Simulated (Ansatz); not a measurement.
Ansatz (a program for electronic structure) input (B3LYP/6-31G* with LANL2DZ past Ar): The .json file joins the Basis Set Exchange's 6-31G* for atoms up to Ar and LANL2DZ past it.

Ansatz 0.2 input:
```yaml
crystal:
  periodic: [false, false, false]
  atoms:
    - {symbol: Ge, position_ang: [-0.03721200, -0.02889900, 0.04351200]}
    - {symbol: O, position_ang: [1.23717100, 0.29495200, -1.01494500]}
    - {symbol: O, position_ang: [-1.33526600, -0.13651400, 0.97754000]}
    - {symbol: H, position_ang: [1.97553800, -0.34272600, -1.09314200]}
basis:
  gaussian:
    orbitals: 6-31Gs+LANL2DZ.json
hamiltonian:
  xc: {name: B3LYP}
total_charge: 1
relax: {f_tol: 0.003, max_steps: 120}
```

From the output:

```
these checks for a lower state are left out or cut short: starts, cluster_reference, orbital_swaps, neighbouring_geometries, increment
integrals: 0.01 GiB planned
435 factors; integrals over basis functions are off by at most 3.5e-4 eV
mean field: 0.09 GiB planned
mean field -4202.18231276 eV, -154.4273516524 hartree, gradient 2.0e-5 eV, S^2 0.000000; 0 other end points of the search recorded, 0 dependent functions left out
the calculation of the forces begins
reference -4202.18248263 eV, -154.4273578950 hartree; 10, 10 occupied and 30, 30 virtual orbitals, 435 factors
relax step   2: F+E_penalty+E_count = -4202.18231276 eV  Δ(F+E_penalty+E_count) = -6.044e-3 eV  max|allowed force component| = 2.510e-1 eV/Å  Δτ_max = 0.0065 Å  (28 SCF iters, accepted)
these checks for a lower state are left out or cut short: starts, cluster_reference, orbital_swaps, neighbouring_geometries, increment
integrals: 0.01 GiB planned
435 factors; integrals over basis functions are off by at most 3.5e-4 eV
mean field: 0.09 GiB planned
mean field evaluation 32: about -4202.1853 eV, gradient 9.4e-6 eV
mean field -4202.18533788 eV, -154.4274628237 hartree, gradient 9.4e-6 eV, S^2 0.000000; 0 other end points of the search recorded, 0 dependent functions left out
the calculation of the forces begins
reference -4202.18550780 eV, -154.4274690681 hartree; 10, 10 occupied and 30, 30 virtual orbitals, 435 factors
relax step   3: F+E_penalty+E_count = -4202.18533788 eV  Δ(F+E_penalty+E_count) = -3.025e-3 eV  max|allowed force component| = 7.253e-2 eV/Å  Δτ_max = 0.0096 Å  (28 SCF iters, accepted)
these checks for a lower state are left out or cut short: starts, cluster_reference, orbital_swaps, neighbouring_geometries, increment
integrals: 0.01 GiB planned
435 factors; integrals over basis functions are off by at most 3.5e-4 eV
mean field: 0.09 GiB planned
mean field -4202.18647101 eV, -154.4275044653 hartree, gradient 2.0e-5 eV, S^2 0.000000; 0 other end points of the search recorded, 0 dependent functions left out
the calculation of the forces begins
reference -4202.18664100 eV, -154.4275107124 hartree; 10, 10 occupied and 30, 30 virtual orbitals, 435 factors
relax step   4: F+E_penalty+E_count = -4202.18647101 eV  Δ(F+E_penalty+E_count) = -1.133e-3 eV  max|allowed force component| = 5.908e-2 eV/Å  Δτ_max = 0.0110 Å  (28 SCF iters, accepted)
these checks for a lower state are left out or cut short: starts, cluster_reference, orbital_swaps, neighbouring_geometries, increment
integrals: 0.01 GiB planned
435 factors; integrals over basis functions are off by at most 3.5e-4 eV
mean field: 0.09 GiB planned
mean field -4202.18771914 eV, -154.4275503333 hartree, gradient 1.3e-5 eV, S^2 0.000000; 0 other end points of the search recorded, 0 dependent functions left out
the calculation of the forces begins
reference -4202.18788941 eV, -154.4275565904 hartree; 10, 10 occupied and 30, 30 virtual orbitals, 435 factors
relax step   5: F+E_penalty+E_count = -4202.18771914 eV  Δ(F+E_penalty+E_count) = -1.248e-3 eV  max|allowed force component| = 6.276e-2 eV/Å  Δτ_max = 0.0312 Å  (29 SCF iters, accepted)
these checks for a lower state are left out or cut short: starts, cluster_reference, orbital_swaps, neighbouring_geometries, increment
integrals: 0.01 GiB planned
435 factors; integrals over basis functions are off by at most 3.5e-4 eV
mean field: 0.09 GiB planned
mean field -4202.18775868 eV, -154.4275517864 hartree, gradient 2.5e-5 eV, S^2 0.000000; 0 other end points of the search recorded, 0 dependent functions left out
the calculation of the forces begins
reference -4202.18792889 eV, -154.4275580414 hartree; 10, 10 occupied and 30, 30 virtual orbitals, 435 factors
relax step   6: F+E_penalty+E_count = -4202.18775868 eV  Δ(F+E_penalty+E_count) = -3.954e-5 eV  max|allowed force component| = 9.413e-3 eV/Å  Δτ_max = 0.0032 Å  (24 SCF iters, accepted)
these checks for a lower state are left out or cut short: starts, cluster_reference, orbital_swaps, neighbouring_geometries, increment
integrals: 0.01 GiB planned
435 factors; integrals over basis functions are off by at most 3.5e-4 eV
mean field: 0.09 GiB planned
mean field evaluation 64: about -4202.1878 eV, gradient 1.1e-5 eV
mean field -4202.18777627 eV, -154.4275524329 hartree, gradient 1.1e-5 eV, S^2 0.000000; 0 other end points of the search recorded, 0 dependent functions left out
the calculation of the forces begins
reference -4202.18794650 eV, -154.4275586887 hartree; 10, 10 occupied and 30, 30 virtual orbitals, 435 factors
relax step   7: F+E_penalty+E_count = -4202.18777627 eV  Δ(F+E_penalty+E_count) = -1.759e-5 eV  max|allowed force component| = 1.208e-2 eV/Å  Δτ_max = 0.0018 Å  (24 SCF iters, accepted)
these checks for a lower state are left out or cut short: starts, cluster_reference, orbital_swaps, neighbouring_geometries, increment
integrals: 0.01 GiB planned
435 factors; integrals over basis functions are off by at most 3.5e-4 eV
mean field: 0.09 GiB planned
mean field -4202.18777867 eV, -154.4275525211 hartree, gradient 2.4e-5 eV, S^2 0.000000; 0 other end points of the search recorded, 0 dependent functions left out
the calculation of the forces begins
reference -4202.18794890 eV, -154.4275587768 hartree; 10, 10 occupied and 30, 30 virtual orbitals, 435 factors
relax step   8: F+E_penalty+E_count = -4202.18777867 eV  Δ(F+E_penalty+E_count) = -2.400e-6 eV  max|allowed force component| = 3.747e-4 eV/Å  Δτ_max = 0.0004 Å  (19 SCF iters, accepted)
integrals: 0.01 GiB planned
435 factors; integrals over basis functions are off by at most 3.5e-4 eV
mean field: 0.09 GiB planned
mean field -4202.18777867 eV, -154.4275525211 hartree, gradient 2.4e-5 eV, S^2 0.000000; 1 other end points of the search recorded, 0 dependent functions left out
the calculation of the forces begins
reference -4202.18794890 eV, -154.4275587768 hartree; 10, 10 occupied and 30, 30 virtual orbitals, 435 factors
Total energy: -4202.18794890 eV, -154.4275587768 hartree
Atom 0 at    -0.027016    -0.076702     0.067715 Å, force    -0.000098    -0.000030     0.000085 eV/Å
Atom 1 at     1.219459     0.282232    -0.994905 Å, force    -0.000160     0.000375    -0.000137 eV/Å
Atom 2 at    -1.341375    -0.101652     0.959006 Å, force    -0.000111    -0.000025     0.000090 eV/Å
Atom 3 at     1.989164    -0.317065    -1.118851 Å, force     0.000369    -0.000319    -0.000039 eV/Å
Dipole moment:     0.783241    -0.284785    -0.336860 e Å
```

The dipole moment of an ion depends on the origin.

The geometry given is a B3LYP-D3(BJ)/def2-TZVP minimum.
